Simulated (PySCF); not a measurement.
AlHF2, SMILES [F][AlH][F].

Geometry optimised at B3LYP-D3(BJ)/def2-TZVP.

Calculation: C-PCM-M06-2X/def2-SVP run with PySCF 2.14.0.

The values are the electrostatic part of the solvation free energy, E(continuum) − E(gas) at the gas-phase geometry, in a cavity of scaled van der Waals radii (PySCF's table); cavitation and dispersion terms are not included. A continuum can't describe solvent molecules that bind to the metal. In vacuum the orbital gap is 11.23 eV. The dipole moment in vacuum is 1.39 D.

Computed values in water (ε = 78.36), n-hexane (ε = 1.88), benzene (ε = 2.27):
```
solvent       ε  ΔG(elec) (kcal/mol)  dipole (D)  gap (eV)
--------  -----  -------------------  ----------  --------
water     78.36                 -7.5        1.54     11.47
n-hexane   1.88                 -3.4        1.46     11.34
benzene    2.27                 -4.1        1.47     11.36
```
